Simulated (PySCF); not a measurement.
Sn(F)2(Me)2 (C₂H₆F₂Sn), SMILES [Sn]([CH3])([F])([CH3])[F].

Coordinates come from a B3LYP-D3(BJ)/def2-SVP optimisation. The def2 effective core potentials stand for the cores of Sn; spin–orbit coupling is left out.

Calculation: B3LYP-D3(BJ)/def2-SVP (PySCF).

Frequencies are harmonic and unscaled.

Question: List the normal modes with their intensities. (An estimate is asked for; the answer gives what the named calculation found.)

Answer: 
| mode | ν (cm⁻¹) | IR (km/mol) | moving atoms (share of kinetic energy) |
|---|---|---|---|
| 1 | 47 | 0.0 | H 100 % |
| 2 | 50 | 0.1 | H 97 % |
| 3 | 116 | 0.0 | C 58 %, H 29 % |
| 4 | 140 | 2.5 | C 40 %, H 25 %, Sn 19 %, F 16 % |
| 5 | 143 | 0.0 | F 58 %, C 28 %, H 14 % |
| 6 | 179 | 36.0 | F 56 %, Sn 18 %, C 16 %, H 10 % |
| 7 | 180 | 17.7 | F 84 %, Sn 14 % |
| 8 | 502 | 1.4 | C 77 %, H 18 % |
| 9 | 547 | 26.7 | C 65 %, H 18 %, Sn 17 % |
| 10 | 620 | 57.1 | F 87 %, Sn 12 % |
| 11 | 625 | 59.2 | F 84 %, Sn 15 % |
| 12 | 738 | 0.0 | H 84 %, C 15 % |
| 13 | 741 | 29.5 | H 84 %, C 15 % |
| 14 | 787 | 54.8 | H 81 %, C 17 % |
| 15 | 791 | 48.7 | H 81 %, C 17 % |
| 16 | 1202 | 0.1 | H 81 %, C 19 % |
| 17 | 1209 | 2.6 | H 83 %, C 17 % |
| 18 | 1428 | 0.0 | H 95 % |
| 19 | 1431 | 7.0 | H 95 % |
| 20 | 1433 | 0.9 | H 95 % |
| 21 | 1438 | 6.6 | H 95 % |
| 22 | 3054 | 2.1 | H 98 % |
| 23 | 3055 | 1.4 | H 98 % |
| 24 | 3172 | 0.1 | H 90 %, C 10 % |
| 25 | 3172 | 1.6 | H 90 %, C 10 % |
| 26 | 3174 | 0.0 | H 90 %, C 10 % |
| 27 | 3174 | 0.0 | H 90 %, C 10 % |
